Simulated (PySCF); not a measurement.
# The first ionisation energy along group 12

All values are computed (PySCF 2.14, energy differences of UHF-based or UKS calculations, no spin-orbit coupling). Values in eV. The last column holds reference values (NIST; (s) semi-empirical, (t) theoretical, else measured). Unmarked ones compare directly (S terms, centres of terms, or small fine structure); those marked * lie between the lowest fine-structure levels and include a spin-orbit shift.

```json
{"element": "Zn (aug-cc-pwCVTZ-PP with ECP10MDF, ECP)", "configurations": "[Ar] 3d10 4s2 → [Ar] 3d10 4s1", "MP2 (valence)": "9.175", "SCS-MP2 (valence)": "9.187", "LDA": "9.903", "PBE": "9.557", "PBE0": "9.246", "MP2 (valence and next inner shell)": "9.239", "reference": "9.394"}
{"element": "Cd (aug-cc-pwCVTZ-PP with ECP28MDF, ECP)", "configurations": "[Kr] 4d10 5s2 → [Kr] 4d10 5s1", "MP2 (valence)": "8.886", "SCS-MP2 (valence)": "8.856", "LDA": "9.483", "PBE": "9.106", "PBE0": "8.809", "MP2 (valence and next inner shell)": "8.993", "reference": "8.994"}
{"element": "Hg (aug-cc-pwCVTZ-PP with ECP60MDF, ECP)", "configurations": "[Xe] 4f14 5d10 6s2 → [Xe] 4f14 5d10 6s1", "MP2 (valence)": "10.412", "SCS-MP2 (valence)": "10.338", "LDA": "10.850", "PBE": "10.442", "PBE0": "10.141", "MP2 (valence and next inner shell)": "10.574", "reference": "10.438"}
```

```tsv
method	elements	mean error (eV)	mean absolute error (eV)	largest error (eV)
MP2 (valence)	3	-0.117	0.117	-0.219
SCS-MP2 (valence)	3	-0.148	0.148	-0.207
LDA	3	0.470	0.470	0.509
PBE	3	0.093	0.093	0.163
PBE0	3	-0.210	0.210	-0.296
MP2 (valence and next inner shell)	3	-0.006	0.098	-0.155
```

Errors include the incompleteness of the basis and the frozen core.

"Valence" correlates the outer s and p shells and, in groups 3 to 12 and the f block, the outer d or f shell, open or full, or the next shell where the ion has no valence electron left; the wider scheme adds the next inner shell.
